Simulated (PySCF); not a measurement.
Compound: C₃H₆BNO₂.
Numbering: `[NH3+:1][BH2-:2][C:3]#[C:4][C:5](=[O:6])[OH:7]` (hydrogens: H8, H9, H10 on N1; H11, H12 on B2; H13 on O7)

Torsions of this conformer, `[NH3+:1][BH2-:2][C:3]#[C:4][C:5](=[O:6])[OH:7]`: H–O7–C5–C4 180°.

The closed-shell ground state was solved at several levels (PySCF, density fitting, gas phase, non-relativistic). One conformer (not necessarily the lowest) at the PBE0-D3(BJ)/def2-SVP geometry, without solvent, vibrations or thermal averaging.

```tsv
level	basis functions	HOMO (eV)	LUMO (eV)	gap (eV)	dipole (D)
CAM-B3LYP/pcSseg-1	149	-8.67	0.51	9.18	5.43
PBE0/def2-TZVP	253	-7.36	-0.70	6.66	5.27
BHandHLYP/pcSseg-1	149	-8.46	0.44	8.90	5.47
PBE0/6-31G*	110	-7.01	-0.26	6.75	5.44
PBE0/pcSseg-0	75	-7.40	-0.58	6.82	5.75
OPBE/pcSseg-1	149	-5.95	-1.42	4.53	5.39
PBE/pcSseg-1	149	-6.00	-1.53	4.47	5.38
PBE0/6-311+G(2d,p)	225	-7.40	-0.93	6.47	5.27
HF/pcSseg-1	149	-10.14	2.76	12.90	5.50
```

**Question.** What might PBE0/cc-pVTZ (294 basis functions) give for the same quantities?

**Answer.** HOMO -7.32 eV, LUMO -0.63 eV, gap 6.69 eV, dipole 5.24 D.

**Question.** Over all these levels, which gives the widest orbital gap and which the narrowest?

**Answer.** HF/pcSseg-1 (Hartree–Fock, all exact exchange) has the widest, 12.90 eV, and PBE/pcSseg-1 (GGA) the narrowest, 4.47 eV. The two share the basis. From the narrowest to the widest the HOMO moves by -4.14 eV and the LUMO by +4.29 eV.

**Question.** How much does the basis alone move the frontier levels among the 5 PBE0 rows (the withheld one included)?

**Answer.** The HOMO by 0.39 eV and the LUMO by 0.67 eV. By rising basis size (HOMO, LUMO in eV): pcSseg-0 -7.40, -0.58; 6-31G* -7.01, -0.26; 6-311+G(2d,p) -7.40, -0.93; def2-TZVP -7.36, -0.70; cc-pVTZ -7.32, -0.63.

**Question.** In the pcSseg-1 basis, how does the gap go with the fixed share of exact exchange?

**Answer.** PBE (0 %) 4.47 eV; OPBE (0 %) 4.53 eV; BHandHLYP (50 %) 8.90 eV; HF (100 %) 12.90 eV. Each rise in the share widens the gap here.

**Question.** How far do the dipole and the HOMO energy spread over the levels?

**Answer.** The dipole runs from 5.24 to 5.75 D (mean 5.41 D) and the HOMO from -10.14 to -5.95 eV.
